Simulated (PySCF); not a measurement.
Compound: FH6PSi2.
SMILES with atom numbers: `[F:1][SiH2:2][PH:3][SiH3:4]` (hydrogens: H5, H6 on Si2; H7 on P3; H8, H9, H10 on Si4)

Method: EOM-IP-CCSD/aug-cc-pVDZ in PySCF, restricted Hartree–Fock reference, frozen core, non-relativistic, gas phase, PBE0-D3(BJ)/def2-SVP geometry.

Hartree–Fock orbital energies give these Koopmans values (eV): HOMO 10.16, HOMO-1 11.39, HOMO-2 12.71, HOMO-3 13.35, HOMO-4 13.49, HOMO-5 14.24, HOMO-6 16.89, HOMO-7 18.02.

Q: What vertical ionisation energies does EOM-IP-CCSD give?

A: 
| leading hole (HF orbital) | Koopmans (eV) | EOM-IP-CCSD (eV) | change (eV) | one-hole share |
| --- | --- | --- | --- | --- |
| HOMO | 10.16 | 9.68 | -0.48 | 0.95 |
| HOMO-1 | 11.39 | 10.80 | -0.59 | 0.95 |
| HOMO-2 | 12.71 | 11.90 | -0.81 | 0.95 |
| HOMO-3 | 13.35 | 12.48 | -0.87 | 0.94 |
| HOMO-4 | 13.49 | 12.64 | -0.85 | 0.94 |
| HOMO-5 | 14.24 | 13.28 | -0.96 | 0.94 |
| HOMO-6 | 16.89 | 15.15 | -1.74 | 0.93 |
| HOMO-7 | 18.02 | 15.65 | -2.37 | 0.93 |

Q: Does the order of the lines follow the orbital energies?

A: Yes, no two lines change places. The corrections run from -2.37 to -0.48 eV, with a mean of -1.08 eV over the 8 lines; no line lies above its Koopmans value.

Q: At what kinetic energies would He I light (21.22 eV) eject these electrons?

A: 11.54 eV (HOMO), 10.42 eV (HOMO-1), 9.32 eV (HOMO-2), 8.74 eV (HOMO-3), 8.58 eV (HOMO-4), 7.94 eV (HOMO-5), 6.07 eV (HOMO-6), 5.57 eV (HOMO-7).

One root was sought for each valence orbital with −ε under 21 eV, eight at most, so deeper holes and satellites are missing; no vibrational structure.

Conformer computed: `[F:1][SiH2:2][PH:3][SiH3:4]`: F1–Si2–P3–Si4 -35°.

One conformer stands for the species.
